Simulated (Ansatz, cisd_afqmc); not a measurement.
System: CH3Be, charge 0, doublet. CH3Be (SMILES [Be][CH3], doublet).
B3LYP-D3(BJ)/def2-TZVP minimum from Ansatz (an electronic-structure program):
```
C
H 1 1.0954
H 1 1.0954 2 107.40
H 1 1.0954 2 107.40 3 115.26
Be 1 1.6857 2 111.47 3 -122.37
```
Charge 0, spin multiplicity 2.

Total energies in def2-SVP, 9 correlated electrons, 2 frozen orbitals. Open shells are spin-unrestricted; no spin-orbit coupling. Cores are frozen in correlated methods. No relativity. The Monte Carlo rows (phaseless AFQMC, CISD trial, step 0.005/hartree) carry one-sigma bars that omit the constraint's bias. Outlying blocks are dropped, and bars are widened where a walk drifts. Over all cases where full CI ran beside it in this data, AFQMC minus full CI had a median of +0.1 mEh and passed +0.4 mEh in a tenth of the cases. The spin of CH3Be ([Be][CH3], doublet) was assumed, and the state is the lowest solution found for it.

| method | program | energy (Eh) | minus CCSDTQ (mEh) |
|---|---|---|---|
| HF | Ansatz | -54.15577 | 191.94 |
| MP2 | Ansatz | -54.32062 | 27.08 |
| CCSD | Ansatz | -54.34226 | 5.44 |
| CCSD(T) | Ansatz | -54.34694 | 0.76 |
| CCSDT(Q) | Ansatz | -54.34771 | -0.01 |
| CCSDTQ | Ansatz | -54.34770 | 0.00 |
| AFQMC/CISD | cisd_afqmc | -54.3474 ± 0.0002 | 0.3 ± 0.2 |

Rough core times of Ansatz's runs on a shared machine: CCSD(T) under 20 s, CCSDT(Q) 30 s, CCSDTQ 10 min.
